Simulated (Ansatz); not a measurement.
Cost and result for the atomization energy of C3H6AlNO (12 atoms, 12 bonds).

```xyz
12

C     1.4825   -2.0558   -0.1877
C     0.2631   -1.2108   -0.1947
N     0.2603   -0.0165    0.2001
C    -0.5296    1.0164    0.2561
O    -1.1644    1.3553    1.3210
Al   -1.4684    2.7201    0.0629
H     2.3393   -1.5028    0.1938
H     1.3181   -2.9440    0.4298
H     1.6980   -2.4131   -1.1995
H    -0.6627   -1.6635   -0.5633
H    -0.6456    4.0472    0.3107
H    -2.8906    2.6676   -0.6292
```

Total charge 0; spin multiplicity 1. The bonds changed during the relaxation, so this is another structure than the one it started from. The structure was optimised at the PBE0-D4/def2-TZVP level. Program: Ansatz. All runs use 4 threads of an Arm Neoverse V2 on a shared host. Times are those of one run each, without the atoms' runs, and a repeat can differ threefold. Electronic energies, without spin–orbit coupling; frozen cores. CCSD(T)/CBS adds CCSD(T) − MP2 in def2-TZVPP to the MP2 limit, and its time is that of the two runs behind it. T1 = 0.017. B3LYP takes the VWN-RPA correlation (the form of Gaussian; ORCA's B3LYP/G).

CCSD(T)/CBS is a level of theory with its own doubt, some kJ/mol a heavy atom from the limit and from the frozen cores, so smaller differences don't rank the functionals.

| level | functions | wall time | atomization (kJ/mol) | difference from CCSD(T)/CBS | per bond |
| --- | --- | --- | --- | --- | --- |
| PBE-D4/def2-TZVPP (with forces) | 281 | 2.4 s | 4818.9 | 173.5 | 14.5 |
| PBE0-D4/def2-TZVPP | 281 | 2.8 s | 4685.6 | 40.2 | 3.4 |
| B3LYP-D4/def2-TZVPP (with forces) | 281 | 4.2 s | 4674.3 | 28.9 | 2.4 |
| r2SCAN-D4/def2-TZVPP (with forces) | 281 | 4.5 s | 4688.4 | 43.0 | 3.6 |
| B2PLYP/def2-TZVPP | 281 | 6 s | 4619.0 | -26.4 | -2.2 |
| ωB97X-V/def2-TZVPP | 281 | 7.5 s | 4676.5 | 31.1 | 2.6 |
| ωB97M-V/def2-TZVPP (with forces) | 281 | 11 s | 4677.5 | 32.1 | 2.7 |
| MP2/def2-QZVPP | 535 | 22 s | 4692.3 | 46.9 | 3.9 |
| CCSD(T)/def2-TZVPP | 281 | 3.3 min | 4514.8 | -130.6 | -10.9 |
| CCSD(T)/CBS(def2) | – | 3.7 min | 4645.4 | 0.0 | 0.0 |

The D4 term adds +35.8 kJ/mol with B3LYP and +18.9 kJ/mol with PBE0; it sums over pairs of atoms, weighted by their polarisabilities, and B3LYP, whose exchange is more repulsive, gets the larger term. From PBE to PBE0 (25 % exact exchange), in def2-TZVPP and without D4, the atomization energy moves by −129.8 kJ/mol: exact exchange takes away binding that semilocal exchange gives to molecules. In def2-TZVPP, CCSD(T) changes the Hartree–Fock value by +1260.3 kJ/mol (the triples alone add +90.5 kJ/mol) and MP2 by +1359.9 kJ/mol; breaking electron pairs costs correlation energy, which Hartree–Fock lacks.
